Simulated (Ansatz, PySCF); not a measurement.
Ge(F)2(Me)2 (C2H6F2Ge), SMILES [CH3][Ge]([CH3])([F])[F]. Atoms are numbered in the order given.

```xyz
11

C      1.5639    -1.0986     0.0653
Ge     0.0018     0.0443    -0.0278
C     -1.6795    -0.5463     0.7334
F      0.4125     1.5791     0.6971
F     -0.2760     0.4426    -1.7053
H      1.3674    -2.0490    -0.4525
H      2.4136    -0.5947    -0.4173
H      1.8174    -1.3062     1.1154
H     -2.4403     0.2336     0.5863
H     -2.0123    -1.4717     0.2406
H     -1.5605    -0.7346     1.8106
```
Charge 0, spin multiplicity 1.

Geometry: B3LYP-D3(BJ)/def2-SVP.

Two levels are set side by side: PBE-D3(BJ)/def2-SVP (Ansatz, a program for electronic structure) and B3LYP-D3(BJ)/def2-SVP (Ansatz). Each level has its own optimised geometry; the coordinates shown are those of the second. Frequencies come from the Hessian of PySCF at each geometry. Differences are taken from unrounded values.

```json
[
 {"quantity": "mean bond length (Å)", "B3LYP-D3(BJ)": "1.397", "PBE-D3(BJ)": "1.404", "PBE-D3(BJ) minus B3LYP-D3(BJ)": "0.008"},
 {"quantity": "bond C1–Ge2 (Å)", "B3LYP-D3(BJ)": "1.938", "PBE-D3(BJ)": "1.942", "PBE-D3(BJ) minus B3LYP-D3(BJ)": "0.005"},
 {"quantity": "bond Ge2–C3 (Å)", "B3LYP-D3(BJ)": "1.938", "PBE-D3(BJ)": "1.942", "PBE-D3(BJ) minus B3LYP-D3(BJ)": "0.005"},
 {"quantity": "bond Ge2–F4 (Å)", "B3LYP-D3(BJ)": "1.746", "PBE-D3(BJ)": "1.759", "PBE-D3(BJ) minus B3LYP-D3(BJ)": "0.012"},
 {"quantity": "bond Ge2–F5 (Å)", "B3LYP-D3(BJ)": "1.746", "PBE-D3(BJ)": "1.759", "PBE-D3(BJ) minus B3LYP-D3(BJ)": "0.012"},
 {"quantity": "bond C1–H6 (Å)", "B3LYP-D3(BJ)": "1.100", "PBE-D3(BJ)": "1.107", "PBE-D3(BJ) minus B3LYP-D3(BJ)": "0.007"},
 {"quantity": "bond C1–H7 (Å)", "B3LYP-D3(BJ)": "1.099", "PBE-D3(BJ)": "1.106", "PBE-D3(BJ) minus B3LYP-D3(BJ)": "0.007"},
 {"quantity": "bond C1–H8 (Å)", "B3LYP-D3(BJ)": "1.100", "PBE-D3(BJ)": "1.107", "PBE-D3(BJ) minus B3LYP-D3(BJ)": "0.007"},
 {"quantity": "bond C3–H9 (Å)", "B3LYP-D3(BJ)": "1.099", "PBE-D3(BJ)": "1.106", "PBE-D3(BJ) minus B3LYP-D3(BJ)": "0.007"},
 {"quantity": "bond C3–H10 (Å)", "B3LYP-D3(BJ)": "1.100", "PBE-D3(BJ)": "1.107", "PBE-D3(BJ) minus B3LYP-D3(BJ)": "0.007"},
 {"quantity": "bond C3–H11 (Å)", "B3LYP-D3(BJ)": "1.100", "PBE-D3(BJ)": "1.107", "PBE-D3(BJ) minus B3LYP-D3(BJ)": "0.007"},
 {"quantity": "highest harmonic wavenumber (cm⁻¹)", "B3LYP-D3(BJ)": "3157", "PBE-D3(BJ)": "3110", "PBE-D3(BJ) minus B3LYP-D3(BJ)": "-47"},
 {"quantity": "mean harmonic wavenumber (cm⁻¹)", "B3LYP-D3(BJ)": "1257", "PBE-D3(BJ)": "1225", "PBE-D3(BJ) minus B3LYP-D3(BJ)": "-32"},
 {"quantity": "zero-point energy (kcal/mol)", "B3LYP-D3(BJ)": "48.51", "PBE-D3(BJ)": "47.30", "PBE-D3(BJ) minus B3LYP-D3(BJ)": "-1.22"}
]
```

GGA bonds tend to be longer and softer than those of functionals with exact exchange. Differences between two approximate levels are no errors against the true value.
